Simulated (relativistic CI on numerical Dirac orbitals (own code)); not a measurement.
**Spin-allowed bands of a d2 ion in an octahedral site, by hand**

Problem. Take Δ = 14440 cm⁻¹ and B = 760 cm⁻¹ for a d2 ion in an octahedral site. Calculate the three spin-allowed bands.

Working.
1. The terms of highest spin are 3F (energy 0) and 3P (15B = 11400 cm⁻¹). Here the F term splits into A2 at +1.2Δ = 17328, T2 at +0.2Δ = 2888 and T1 at −0.6Δ = -8664 cm⁻¹.
2. The two T1 states mix through the element 0.4Δ: H = [[-8664, 5776], [5776, 11400]], with roots ½(H₁₁ + H₂₂) ∓ ½√[(H₂₂ − H₁₁)² + 4H₁₂²] = ½(2736) ∓ ½(23152) = -10208 and 12944 cm⁻¹.
3. The ground term is 3T1 at -10208 cm⁻¹.
4. Bands: 3T2 13096 cm⁻¹ (764 nm), 3T1(P) 23152 cm⁻¹ (432 nm), 3A2 27536 cm⁻¹ (363 nm).

Check. Exact diagonalisation of the whole d2 shell with these parameters gives 3T2 13096, 3T1 23152, 3A2 27536 cm⁻¹. The match is exact, since without spin-orbit coupling no other term has this spin. The ratio of the second band to the first, 1.768, depends on Δ/B = 19.0 alone, which is how a Tanabe-Sugano diagram is read.
